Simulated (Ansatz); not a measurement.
Cost and result for the atomization energy of C2H6BFSSi (`BC(=C)S[SiH2]F`) (12 atoms, 11 bonds).

| atom | x (Å) | y (Å) | z (Å) |
| --- | --- | --- | --- |
| B1 | -0.504 | -0.109 | 1.352 |
| C2 | 0.427 | 0.710 | 0.441 |
| C3 | 1.297 | 1.557 | 1.013 |
| S4 | 0.331 | 0.706 | -1.335 |
| Si5 | -0.591 | -1.146 | -1.770 |
| F6 | -2.183 | -1.118 | -1.642 |
| H7 | -0.295 | -0.085 | 2.528 |
| H8 | -1.425 | -0.738 | 0.926 |
| H9 | 1.365 | 1.601 | 2.095 |
| H10 | 1.940 | 2.225 | 0.445 |
| H11 | -0.270 | -1.399 | -3.191 |
| H12 | -0.092 | -2.203 | -0.861 |

Charge 0, multiplicity 1. All single points use the PBE0-D4/def2-TZVP geometry. It is one conformer, not always the lowest. Program: Ansatz. All runs use 4 threads of an Arm Neoverse V2 on a shared host. Times are those of one run each, without the atoms' runs, and a repeat can differ threefold. Electronic energies, without spin–orbit coupling; frozen cores. CCSD(T)/CBS adds CCSD(T) − MP2 in def2-TZVPP to the MP2 limit, and its time is that of the two runs behind it. T1 = 0.012; the RHF reference is unstable towards UHF. B3LYP takes the VWN-RPA correlation (the form of Gaussian; ORCA's B3LYP/G).

CCSD(T)/CBS is a level of theory with its own doubt, some kJ/mol a heavy atom from the limit and from the frozen cores, so smaller differences don't rank the functionals.

```csv
level,functions,wall time,atomization (kcal/mol),difference from CCSD(T)/CBS,per bond
PBE-D4/def2-TZVPP (with forces),292,3.3 s,1101.5,20.7,1.9
PBE0-D4/def2-TZVPP,292,4.2 s,1084.7,3.9,0.4
r2SCAN-D4/def2-TZVPP (with forces),292,6 s,1088.5,7.7,0.7
B3LYP-D4/def2-TZVPP (with forces),292,6.5 s,1082.3,1.5,0.1
B2PLYP/def2-TZVPP,292,8.5 s,1070.7,-10.1,-0.9
ωB97X-V/def2-TZVPP,292,10 s,1085.4,4.6,0.4
ωB97M-V/def2-TZVPP (with forces),292,15 s,1086.7,5.9,0.5
MP2/def2-QZVPP,548,34 s,1091.3,10.5,0.9
CCSD(T)/def2-TZVPP,292,5.2 min,1052.4,-28.4,-2.6
CCSD(T)/CBS(def2),–,5.8 min,1080.8,0.0,0.0
```

From PBE to PBE0 (25 % exact exchange), in def2-TZVPP and without D4, the atomization energy moves by −15.7 kcal/mol: exact exchange takes away binding that semilocal exchange gives to molecules. The D4 term adds +12.2 kcal/mol with B3LYP and +6.4 kcal/mol with PBE0; it sums over pairs of atoms, weighted by their polarisabilities, and B3LYP, whose exchange is more repulsive, gets the larger term. In def2-TZVPP, CCSD(T) changes the Hartree–Fock value by +240.3 kcal/mol (the triples alone add +16.9 kcal/mol) and MP2 by +262.2 kcal/mol; breaking electron pairs costs correlation energy, which Hartree–Fock lacks.
